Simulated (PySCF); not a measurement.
## Two-dimensional NMR puzzle

Compound of formula C$_{5}$H$_{6}$F$_{3}$NSi. Correlations simulated from computed shifts and the bond graph:

HSQC (one-bond C–H):
```
  δH    δC
3.14  20.1
2.43  21.0
1.88  21.0
```

COSY cross peaks (H two or three bonds apart, from the bond graph; peaks can be absent where the dihedral angle is near 90°):
```
  δH    δH
5.27  2.43
5.27  1.88
3.14  2.43
3.14  1.88
2.43  1.88
```

HMBC (two and three bonds, from the bond graph):
```
  δH                        δC
5.27         138.6, 21.0, 20.1
3.14               128.7, 21.0
2.43  138.6, 128.7, 21.0, 20.1
1.88  138.6, 128.7, 21.0, 20.1
```

Carbons without hydrogens: δ 138.6, 128.7.

PySCF calculation with shielding tensors at PBE0/pcSseg-1 (GIAO) and GFN2-xTB structure; no solvent model, no relativistic terms, one averaged value for each set of equivalent atoms, one conformer.

Scale: TMS for ¹H (σref 31.72), ¹³C (σref 186.93) (reference shieldings calculated alike).

Exchangeable hydrogens are left out of these lists.

Assemble the structure.

## Answers

SMILES FC([Si@H]1C[C@H](C#N)C1)(F)F.

Atom-mapped SMILES (the numbers label the heavy atoms): `[N:1]#[C:2][C@H:3]1[CH2:4][Si@H:5]([C:6]([F:7])([F:8])[F:9])[CH2:10]1`. Each H is labelled by its parent atom. Ha(C4), Ha(C10) are cis to C2 on the ring; Hb(C4), Hb(C10) are trans to C2 on the ring.

- δC 138.6 is C6, a CF3 carbon.
- δC 128.7 is C2, a nitrile carbon.
- δC 21.0 is C4/C10, an sp3 CH2 bonded to Si (δH 2.43, 1.88).
- δC 20.1 is C3, an sp3 CH α to a nitrile (δH 3.14).
- HMBC from δH 5.27 reaches the proton-free carbon C6.
- HMBC from δH 3.14 reaches the proton-free carbon C2.
- HMBC from δH 2.43 reaches the proton-free carbons C6, C2.
- HMBC from δH 1.88 reaches the proton-free carbons C6, C2.
- COSY links 5.27–2.43, 5.27–1.88, 3.14–2.43, 3.14–1.88, 2.43–1.88.

The shifts were computed for this structure.

Shifts are as computed. Against solution values, carbons near 30 ppm lie about +3 ppm off and those near 130 ppm about +5 ppm. Of 1211 compounds with measured shifts, 218 miss one by over three times the rms of a fit or turn the order of signals round; such compounds aren't used in these exercises.
